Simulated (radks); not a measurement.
Problem. Neutral chromium, [Ar] 3d5 4s1. Method: non-relativistic Kohn-Sham, PBE, spin-polarised, spherical densities, point nucleus; computed with a radial shooting solver on a logarithmic mesh with Libxc functionals. Every spin shell is full or empty, so the densities are truly spherical. Functionals are evaluated on that one density, not self-consistently. Rank these exchange functionals by their error against the exact value of the orbitals, and give that value: LDA, B88, PBE, PBEsol, revPBE, RPBE, PW86, OPTX, B86b, TPSS, revTPSS, SCAN, Tao-Mo, TASK, MVS.

Solution. Exact: -47.6304 hartree. From best to worst, with 100 (|E| - |E exact|)/|E exact| (equal figures are ties): MVS +0.11, revPBE +0.11, Tao-Mo -0.12, PBE -0.17, RPBE +0.22, B88 +0.34, revTPSS -0.36, TPSS +0.38, B86b +0.39, SCAN +0.51, PW86 +0.61, OPTX +0.69, TASK -2.62, PBEsol -2.71, LDA -6.43.
